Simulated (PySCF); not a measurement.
Worked example: oscillator strength and radiative lifetime

B(Cl)(OMe)(SiH3) (CH₆BClOSi), SMILES COB([SiH3])Cl.

Geometry optimised at r2SCAN-D4/def2-SVP. The structure was generated by enumeration, and PubChem lists no compound with its InChIKey, so it may never have been made. Other conformers were not sampled.

TDDFT-PBE/def2-SVPD (PySCF) puts the first singlet state with f over 0.02 at 6.24 eV (vertical), with the transition dipole (0.139, -0.012, 0.747) in atomic units.

Problem. Find the oscillator strength, the wavelength and the radiative lifetime that this transition would have in vacuum if emission retraced absorption.

Solution. 
|μ|² = 0.5775 au, so |μ| = 1.93 D. ΔE = 6.24/27.211 = 0.2293 hartree. f = (2/3) ΔE |μ|² = 0.088 (the program prints 0.088).
λ = 1239.84/6.24 = 199 nm; ν = 50329 cm⁻¹.
Einstein's coefficient A = 0.6670 ν² f s⁻¹ (ν in cm⁻¹) = 1.5e8 s⁻¹, so τ = 1/A = 6.7 ns. This state is S3; the lower singlets have f = 0.006, 0.000. The figure is the radiative limit of this one transition; relaxation, internal conversion, crossing to triplets and a medium change what is measured.
